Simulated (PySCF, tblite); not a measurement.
Potential energy curve for BeH (cation, charge +1), singlet.

Computed with: GFN2-xTB, 300 K electronic temperature (tblite); UCCSD(T) = CCSD(T) on UHF/6-31G in PySCF.

Energies relative to the lowest point of each curve near equilibrium, in kcal/mol; the last columns give the difference from UCCSD(T):

```json
[
 {"R / Å": "1.05", "GFN2-xTB": "20.7", "UCCSD(T)": "24.1", "GFN2-xTB − UCCSD(T)": "-3.4"},
 {"R / Å": "1.12", "GFN2-xTB": "11.0", "UCCSD(T)": "12.5", "GFN2-xTB − UCCSD(T)": "-1.5"},
 {"R / Å": "1.20", "GFN2-xTB": "4.6", "UCCSD(T)": "4.6", "GFN2-xTB − UCCSD(T)": "0.1"},
 {"R / Å": "1.26", "GFN2-xTB": "2.0", "UCCSD(T)": "1.4", "GFN2-xTB − UCCSD(T)": "0.5"},
 {"R / Å": "1.29", "GFN2-xTB": "1.1", "UCCSD(T)": "0.6", "GFN2-xTB − UCCSD(T)": "0.6"},
 {"R / Å": "1.33", "GFN2-xTB": "0.4", "UCCSD(T)": "0.0", "GFN2-xTB − UCCSD(T)": "0.4"},
 {"R / Å": "1.38", "GFN2-xTB": "0.0", "UCCSD(T)": "0.1", "GFN2-xTB − UCCSD(T)": "-0.1"},
 {"R / Å": "1.42", "GFN2-xTB": "0.0", "UCCSD(T)": "0.8", "GFN2-xTB − UCCSD(T)": "-0.8"},
 {"R / Å": "1.46", "GFN2-xTB": "0.3", "UCCSD(T)": "1.8", "GFN2-xTB − UCCSD(T)": "-1.5"},
 {"R / Å": "1.55", "GFN2-xTB": "1.5", "UCCSD(T)": "5.2", "GFN2-xTB − UCCSD(T)": "-3.7"},
 {"R / Å": "1.63", "GFN2-xTB": "3.1", "UCCSD(T)": "9.0", "GFN2-xTB − UCCSD(T)": "-5.9"},
 {"R / Å": "1.80", "GFN2-xTB": "7.4", "UCCSD(T)": "18.1", "GFN2-xTB − UCCSD(T)": "-10.7"},
 {"R / Å": "1.98", "GFN2-xTB": "13.1", "UCCSD(T)": "27.7", "GFN2-xTB − UCCSD(T)": "-14.6"},
 {"R / Å": "2.19", "GFN2-xTB": "20.5", "UCCSD(T)": "37.1", "GFN2-xTB − UCCSD(T)": "-16.6"},
 {"R / Å": "2.38", "GFN2-xTB": "27.8", "UCCSD(T)": "43.8", "GFN2-xTB − UCCSD(T)": "-16.0"},
 {"R / Å": "2.65", "GFN2-xTB": "38.8", "UCCSD(T)": "50.5", "GFN2-xTB − UCCSD(T)": "-11.7"},
 {"R / Å": "2.93", "GFN2-xTB": "50.2", "UCCSD(T)": "54.7", "GFN2-xTB − UCCSD(T)": "-4.5"},
 {"R / Å": "3.26", "GFN2-xTB": "62.6", "UCCSD(T)": "57.5", "GFN2-xTB − UCCSD(T)": "5.1"},
 {"R / Å": "3.62", "GFN2-xTB": "73.7", "UCCSD(T)": "58.9", "GFN2-xTB − UCCSD(T)": "14.8"},
 {"R / Å": "3.94", "GFN2-xTB": "81.2", "UCCSD(T)": "59.5", "GFN2-xTB − UCCSD(T)": "21.7"},
 {"R / Å": "4.63", "GFN2-xTB": "90.6", "UCCSD(T)": "59.8", "GFN2-xTB − UCCSD(T)": "30.8"}
]
```

GFN2-xTB is furthest from UCCSD(T) at 4.63 (30.8 kcal/mol, above); its mean absolute difference over the points is 7.9 kcal/mol.

The unrestricted determinant behind UCCSD(T) is spin-contaminated at 1.80 to 5.26 Å (<S²> up to 1.0, against 0.00 for a pure singlet).
